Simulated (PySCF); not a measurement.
**Solvent effects on NMR parameters**

Atoms are numbered as in `[Cl:1][C:2]([Cl:3])([Cl:4])[C@@H:5]1[CH2:6][C@H:7]2[CH2:8][CH2:9][C@@H:10]1[O:11]2`; H(Xn) means a hydrogen on atom n. Ha(C6) is cis to C2 on the ring; Ha(C8), Ha(C9) are cis to C5 on the ring; Hb(C6) is trans to C2 on the ring; Hb(C8), Hb(C9) are trans to C5 on the ring.

GIAO PBE0/pcSseg-1 in PySCF on one PBE0-D3(BJ)/def2-SVP conformer, non-relativistic, equivalent nuclei averaged. Solvents enter as an IEF-PCM continuum (chloroform with ε = 4.7, methanol with ε = 32.6) around the gas-phase geometry. Shifts are referred to TMS computed in the same medium.

In chloroform, δ in ppm: C2 127.0, C10 80.8, C7 78.6, C5 68.4, C6 40.3, C9 32.8, C8 31.5, H(C10) 4.43, H(C7) 4.40, H(C5) 2.51, Ha(C6) 1.84, Hb(C6) 1.75, Hb(C9) 1.71, Hb(C8) 1.68. Dipole moment 3.65 D.

Question: How does each δ change in the more polar medium?

Answer: 
| atoms | environment | Δδ, methanol |
| --- | --- | --- |
| C2 | fully substituted sp3 carbon bonded to 3 Cl | +0.5 |
| C10 | sp3 CH bonded to O | +0.5 |
| C7 | sp3 CH bonded to O | +0.5 |
| C5 | sp3 CH in a ring | +0.2 |
| C6 | sp3 CH2 in a ring | +0.2 |
| C9 | sp3 CH2 in a ring | +0.1 |
| C8 | sp3 CH2 in a ring | +0.1 |
| H(C10) | hydrogen on an sp3 CH bonded to O | +0.01 |
| H(C7) | hydrogen on an sp3 CH bonded to O | +0.04 |
| H(C5) | hydrogen on an sp3 CH in a ring | +0.12 |
| Ha(C6) | hydrogen on an sp3 CH2 in a ring | -0.04 |
| Hb(C6) | hydrogen on an sp3 CH2 in a ring | +0.10 |
| Hb(C9) | hydrogen on an sp3 CH2 in a ring | -0.01 |
| Hb(C8) | hydrogen on an sp3 CH2 in a ring | -0.01 |

Changes are relative to chloroform. The dipole moment becomes 3.95 D in methanol.

Question: Which nuclei move most (in ppm), and what does the model miss?

Answer: C2 (fully substituted sp3 carbon bonded to 3 Cl, +0.5 ppm) and C10 (sp3 CH bonded to O, +0.5 ppm) and C7 (sp3 CH bonded to O, +0.5 ppm) in methanol. A continuum only polarises the solute; specific hydrogen bonds, the anisotropy of aromatic solvents and changes of geometry or conformer are outside it.
